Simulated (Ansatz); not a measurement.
Relaxation of the cluster Ag₃Cl₄⁻ with RKS PBE-D4/def2-SVPD.

```sh
$ ansatz run in.yaml --threads 4 --pin off --events-out ev --progress --plain --max-ram 4787MiB
```

```yaml
crystal:
  periodic: [false, false, false]
  atoms:
    - {symbol: Ag, position_ang: [0.442110, 1.026210, 3.616580]}
    - {symbol: Ag, position_ang: [-0.760610, -1.055340, -3.242140]}
    - {symbol: Ag, position_ang: [0.708120, 0.061490, -1.061170]}
    - {symbol: Cl, position_ang: [0.577410, 1.811410, 5.848690]}
    - {symbol: Cl, position_ang: [0.460320, 0.215420, 1.316730]}
    - {symbol: Cl, position_ang: [1.416280, 0.043330, -3.414910]}
    - {symbol: Cl, position_ang: [-2.843630, -2.102510, -3.063780]}
basis:
  gaussian: {orbitals: def2-SVPD}
total_charge: -1
hamiltonian: {xc: pbe, dispersion: d4}
scf: {lower_state_search: "off"}
output: {orbitals: {seedname: orbitals}}
relax: {f_tol: 0.02, max_steps: 100}
```

Run time 50 s (4 threads of Arm Neoverse V2 on a shared host).

Positions (Å) and forces (eV/Å) at steps 1, 2, 3, 4, 5, 6, 7, 8, 9, 10, 11, 12, 13, 14, 16, 17, 18 of 18:

```xyz
7
step=1 energy=-62063.5021 eV
Ag    0.442    1.026    3.617    0.092    0.132    0.121
Ag   -0.761   -1.055   -3.242   -0.006   -0.013   -0.073
Ag    0.708    0.061   -1.061    0.170    0.114   -0.046
Cl    0.577    1.811    5.849   -0.042   -0.094   -0.226
Cl    0.460    0.215    1.317   -0.077   -0.095    0.092
Cl    1.416    0.043   -3.415   -0.205   -0.073    0.165
Cl   -2.844   -2.103   -3.064    0.068    0.029   -0.032
7
step=2 energy=-62063.5337 eV
Ag    0.476    1.056    3.611    0.064    0.064   -0.016
Ag   -0.776   -1.062   -3.264    0.012    0.012    0.022
Ag    0.746    0.091   -1.029    0.088    0.069   -0.043
Cl    0.572    1.814    5.829   -0.017   -0.014   -0.051
Cl    0.448    0.172    1.348   -0.071   -0.111    0.023
Cl    1.383    0.043   -3.384   -0.081   -0.014    0.100
Cl   -2.850   -2.114   -3.111    0.004   -0.004   -0.036
7
step=3 energy=-62063.5759 eV
Ag    0.503    1.052    3.556    0.052    0.055   -0.005
Ag   -0.768   -1.040   -3.221    0.004    0.007   -0.001
Ag    0.778    0.118   -0.972    0.051    0.046   -0.029
Cl    0.635    1.866    5.750    0.003    0.004   -0.039
Cl    0.305    0.034    1.369   -0.079   -0.117    0.012
Cl    1.377    0.093   -3.324   -0.026    0.014    0.083
Cl   -2.830   -2.124   -3.159   -0.005   -0.009   -0.022
7
step=4 energy=-62063.6040 eV
Ag    0.562    1.088    3.491   -0.046   -0.128   -0.173
Ag   -0.771   -1.023   -3.191   -0.028   -0.007    0.007
Ag    0.808    0.163   -0.907   -0.070   -0.059    0.164
Cl    0.660    1.902    5.674    0.048    0.084    0.044
Cl    0.205   -0.130    1.406    0.035    0.043   -0.039
Cl    1.356    0.134   -3.253    0.063    0.072    0.013
Cl   -2.821   -2.135   -3.220   -0.002   -0.006   -0.015
7
step=5 energy=-62063.6420 eV
Ag    0.549    1.041    3.459   -0.031   -0.080   -0.105
Ag   -0.748   -0.987   -3.191   -0.019   -0.001   -0.003
Ag    0.737    0.105   -0.831   -0.046   -0.032    0.144
Cl    0.787    2.015    5.569    0.039    0.057    0.007
Cl    0.092   -0.257    1.455    0.015    0.014   -0.029
Cl    1.357    0.223   -3.154    0.032    0.043    0.002
Cl   -2.774   -2.139   -3.306    0.009   -0.002   -0.016
7
step=6 energy=-62063.6716 eV
Ag    0.526    0.988    3.422    0.019    0.035    0.058
Ag   -0.733   -0.949   -3.186    0.007    0.009    0.004
Ag    0.686    0.066   -0.748   -0.017   -0.017    0.012
Cl    0.901    2.121    5.451    0.002   -0.032   -0.127
Cl   -0.003   -0.384    1.498   -0.014   -0.017    0.017
Cl    1.354    0.300   -3.056   -0.024    0.012    0.050
Cl   -2.731   -2.142   -3.380    0.027    0.011   -0.015
7
step=7 energy=-62063.6971 eV
Ag    0.535    0.962    3.373   -0.009   -0.007    0.019
Ag   -0.713   -0.914   -3.172   -0.001    0.015    0.000
Ag    0.625    0.012   -0.664   -0.017   -0.009    0.019
Cl    0.993    2.210    5.310    0.009   -0.021   -0.098
Cl   -0.091   -0.519    1.556    0.013    0.017    0.027
Cl    1.336    0.387   -2.940   -0.038   -0.012    0.045
Cl   -2.684   -2.138   -3.462    0.043    0.017   -0.011
7
step=8 energy=-62063.7161 eV
Ag    0.514    0.919    3.344    0.031    0.039    0.041
Ag   -0.710   -0.862   -3.159    0.002   -0.021    0.000
Ag    0.567   -0.012   -0.587   -0.006   -0.020    0.012
Cl    1.089    2.289    5.166   -0.018   -0.050   -0.106
Cl   -0.152   -0.630    1.607   -0.007    0.008    0.026
Cl    1.321    0.438   -2.834   -0.028    0.018    0.036
Cl   -2.629   -2.141   -3.538    0.026    0.026   -0.010
7
step=9 energy=-62063.7325 eV
Ag    0.545    0.896    3.274   -0.017    0.016    0.049
Ag   -0.667   -0.863   -3.139   -0.019    0.055    0.011
Ag    0.512   -0.082   -0.491   -0.011    0.027   -0.034
Cl    1.165    2.362    5.002    0.001   -0.047   -0.102
Cl   -0.243   -0.746    1.676    0.029    0.013    0.020
Cl    1.273    0.544   -2.699   -0.033   -0.060    0.062
Cl   -2.584   -2.110   -3.624    0.050   -0.003   -0.006
7
step=10 energy=-62063.7468 eV
Ag    0.524    0.863    3.238    0.013    0.013    0.026
Ag   -0.685   -0.784   -3.109    0.006   -0.031   -0.007
Ag    0.442   -0.094   -0.417    0.026    0.003   -0.030
Cl    1.251    2.420    4.842   -0.026   -0.063   -0.099
Cl   -0.289   -0.854    1.729    0.011    0.048    0.036
Cl    1.272    0.574   -2.588   -0.087   -0.026    0.061
Cl   -2.515   -2.125   -3.694    0.057    0.057    0.012
7
step=11 energy=-62063.7579 eV
Ag    0.512    0.821    3.195    0.040    0.062    0.030
Ag   -0.658   -0.769   -3.079   -0.015   -0.005   -0.003
Ag    0.409   -0.119   -0.338    0.010    0.014   -0.032
Cl    1.323    2.470    4.672   -0.054   -0.115   -0.116
Cl   -0.356   -0.943    1.773    0.020    0.047    0.044
Cl    1.235    0.643   -2.478   -0.070   -0.049    0.059
Cl   -2.466   -2.103   -3.745    0.070    0.046    0.018
7
step=12 energy=-62063.7709 eV
Ag    0.532    0.801    3.079   -0.005    0.013    0.048
Ag   -0.642   -0.724   -3.032   -0.004   -0.010    0.004
Ag    0.354   -0.134   -0.240    0.006    0.001   -0.005
Cl    1.377    2.492    4.486   -0.040   -0.102   -0.127
Cl   -0.434   -1.048    1.829    0.049    0.088    0.022
Cl    1.207    0.700   -2.339   -0.062   -0.034    0.041
Cl   -2.394   -2.087   -3.783    0.055    0.044    0.017
7
step=13 energy=-62063.7837 eV
Ag    0.504    0.757    3.040    0.024    0.024   -0.007
Ag   -0.620   -0.701   -2.986   -0.003    0.010    0.001
Ag    0.329   -0.140   -0.172   -0.003    0.005    0.009
Cl    1.433    2.512    4.300   -0.049   -0.093   -0.083
Cl   -0.486   -1.119    1.857    0.027    0.059    0.046
Cl    1.180    0.754   -2.242   -0.029   -0.022    0.025
Cl   -2.340   -2.063   -3.798    0.033    0.017    0.010
7
step=14 energy=-62063.7971 eV
Ag    0.512    0.724    2.930   -0.001    0.015    0.025
Ag   -0.603   -0.658   -2.934    0.006    0.005    0.012
Ag    0.292   -0.144   -0.082   -0.007   -0.003   -0.003
Cl    1.467    2.514    4.108   -0.022   -0.059   -0.068
Cl   -0.551   -1.197    1.901    0.020    0.031    0.026
Cl    1.157    0.804   -2.119   -0.014   -0.002    0.005
Cl   -2.274   -2.042   -3.804    0.018    0.012    0.003
7
step=16 energy=-62063.8039 eV
Ag    0.511    0.659    2.882   -0.021    0.032   -0.003
Ag   -0.569   -0.607   -2.883   -0.002    0.007    0.012
Ag    0.227   -0.187   -0.003   -0.011    0.014   -0.002
Cl    1.533    2.536    3.836   -0.002   -0.045   -0.011
Cl   -0.633   -1.274    1.967    0.033    0.012    0.009
Cl    1.113    0.884   -1.973   -0.012   -0.025   -0.004
Cl   -2.181   -2.011   -3.827    0.015    0.005   -0.002
7
step=17 energy=-62063.8020 eV rejected
Ag    0.502    0.683    2.887   -0.102   -0.178   -0.093
Ag   -0.575   -0.613   -2.884   -0.022   -0.021   -0.012
Ag    0.211   -0.169   -0.001   -0.014   -0.012    0.032
Cl    1.553    2.504    3.848    0.111    0.188    0.099
Cl   -0.621   -1.256    1.977   -0.012   -0.017    0.003
Cl    1.092    0.876   -1.977    0.057    0.058   -0.016
Cl   -2.161   -2.024   -3.850   -0.018   -0.018   -0.013
7
step=18 energy=-62063.8051 eV
Ag    0.496    0.671    2.879   -0.002    0.004   -0.001
Ag   -0.573   -0.606   -2.879    0.000   -0.001    0.001
Ag    0.218   -0.180   -0.002   -0.001    0.003    0.001
Cl    1.544    2.526    3.836   -0.001   -0.010    0.000
Cl   -0.622   -1.277    1.971    0.006    0.007    0.003
Cl    1.111    0.880   -1.973   -0.005   -0.004   -0.002
Cl   -2.174   -2.013   -3.834    0.003    0.001   -0.002
```

In the def2 sets Ag takes a core potential; there is no spin–orbit coupling. The relaxation made no stability test and no search for a lower SCF solution. No other spin state of charge -1 was run. The structure comes from a short search, and lower isomers may exist.
